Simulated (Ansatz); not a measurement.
`CO[SiH](O)O` + `CNC` → `CN(C)[SiH](O)O` + CH₃OH  (ligand exchange at the Si–O bond)

Gas-phase electronic energies from Ansatz, PBE0-D4/def2-TZVP geometries. CBS: MP2 limit from def2 TZ/QZ plus the TZ coupled-cluster correction, frozen cores. This one scheme is used for every species. DFT in def2-TZVPP. B3LYP here is the variant with VWN-RPA as its local correlation; programs differ in this. Each species was taken in one conformer, which may not be the lowest.

`CO[SiH](O)O`:

```xyz
11

C    -0.545    0.000    1.665
O    -0.495   -0.535    0.361
Si    0.560   -0.040   -0.787
O     0.346    1.501   -1.276
O     0.325   -1.038   -2.058
H     0.449    0.036    2.125
H    -0.963    1.012    1.661
H    -1.184   -0.640    2.275
H     1.934   -0.073   -0.245
H    -0.393    1.680   -1.861
H    -0.035   -1.903   -1.860
```

`CNC`:

Z-matrix (Å, degrees):
```
C
N 1 1.445
H 1 1.094 2 109.4
H 1 1.092 2 110.0 3 117.9
H 1 1.104 2 114.0 3 -120.2
C 2 1.445 1 112.8 3 65.3
H 2 1.011 1 109.8 3 -171.9
H 6 1.104 2 114.0 1 54.9
H 6 1.094 2 109.4 1 -65.3
H 6 1.092 2 110.0 1 176.8
```

`CN(C)[SiH](O)O`:

Cartesian coordinates in Å:
```
C -1.063 1.298 -0.183
N -0.034 0.354 0.180
C 0.899 0.868 1.154
Si 0.300 -1.065 -0.701
O -1.144 -1.491 -1.360
O 0.958 -2.199 0.285
H -1.744 0.857 -0.910
H -1.650 1.587 0.698
H -0.641 2.218 -0.613
H 1.408 1.774 0.797
H 0.384 1.127 2.089
H 1.662 0.123 1.388
H 1.314 -0.961 -1.780
H -1.107 -2.074 -2.119
H 0.458 -2.416 1.075
```

CH₃OH:

Cartesian coordinates in Å:
```
C -0.191 -0.041 -0.298
O 0.115 0.440 0.991
H -1.159 0.378 -0.573
H -0.273 -1.135 -0.327
H 0.544 0.276 -1.048
H 0.965 0.081 1.256
```

| level | ΔE (kcal/mol) | difference from CCSD(T)/CBS |
| --- | --- | --- |
| PBE-D4 | 10.2 | -1.2 |
| r2SCAN-D4 | 11.8 | 0.4 |
| PBE0-D4 | 10.6 | -0.8 |
| B3LYP-D4 | 11.5 | 0.1 |
| ωB97X-V | 11.7 | 0.3 |
| PBE | 11.3 | -0.1 |
| B3LYP | 13.3 | 1.9 |
| HF/def2-TZVPP | 15.7 | 4.3 |
| MP2/def2-TZVPP | 11.1 | -0.3 |
| SCS-MP2/def2-TZVPP | 11.9 | 0.5 |
| CCSD/def2-TZVPP | 12.0 | 0.6 |
| CCSD(T)/def2-TZVPP | 11.4 | 0.0 |
| HF/def2-QZVPP | 15.9 | 4.5 |
| SCS-MP2/def2-QZVPP | 12.0 | 0.6 |
| HF/CBS(def2) | 15.9 | 4.5 |
| CCSD/CBS(def2) | 12.0 | 0.6 |
| CCSD(T)/CBS | 11.4 | 0 |

Largest T1 diagnostic among the species: 0.011.

The D4 term adds −1.8 kcal/mol with B3LYP and −1.0 kcal/mol with PBE0; it sums over pairs of atoms, weighted by their polarisabilities, and B3LYP, whose exchange is more repulsive, gets the larger term. In def2-TZVPP, CCSD(T) changes the Hartree–Fock value by −4.3 kcal/mol (the triples alone add −0.6 kcal/mol) and MP2 by −4.7 kcal/mol.
